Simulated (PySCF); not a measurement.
InI, SMILES [I][In] (connectivity only; charge and spin as stated), neutral, multiplicity 1.

Geometry: PBE0-D3(BJ)/def2-TZVP. The def2 effective core potentials stand for the cores of I, In; spin–orbit coupling is left out.

Two levels are set side by side: TDA-PBE/def2-TZVPD (PySCF) and TDA-ωB97X/def2-TZVPD (PySCF). Vertical, same geometry. The lowest singlet is HOMO−2→LUMO+1 50 %, HOMO−1→LUMO 50 % with PBE and HOMO→LUMO+1 97 % with the other functional; states are paired by order. Differences are taken from unrounded values.

```tsv
quantity	TDA-ωB97X
lowest singlet excitation (eV)	3.91
lowest triplet excitation (TDA) (eV)	3.26
first bright state (f over 0.05) (eV)	3.91
its oscillator strength	0.06
```

### Question
What does TDA-PBE give, and how far is it from TDA-ωB97X? (The exact figures need the calculation; the answer reports its results.)

### Answer

```json
[
 {"quantity": "lowest singlet excitation (eV)", "TDA-PBE": "3.54", "TDA-PBE minus TDA-ωB97X": "-0.37"},
 {"quantity": "lowest triplet excitation (TDA) (eV)", "TDA-PBE": "3.00", "TDA-PBE minus TDA-ωB97X": "-0.26"},
 {"quantity": "first bright state (f over 0.05) (eV)", "TDA-PBE": "5.78", "TDA-PBE minus TDA-ωB97X": "1.86"},
 {"quantity": "its oscillator strength", "TDA-PBE": "0.09", "TDA-PBE minus TDA-ωB97X": "0.04"}
]
```

Functionals without exact exchange tend to place singlet excitations lower, as here. Differences between two approximate levels are no errors against the true value.

Rough cost on one machine, each run with all the roots and properties that it gave: TDA-ωB97X against TDA-PBE about 3 times.
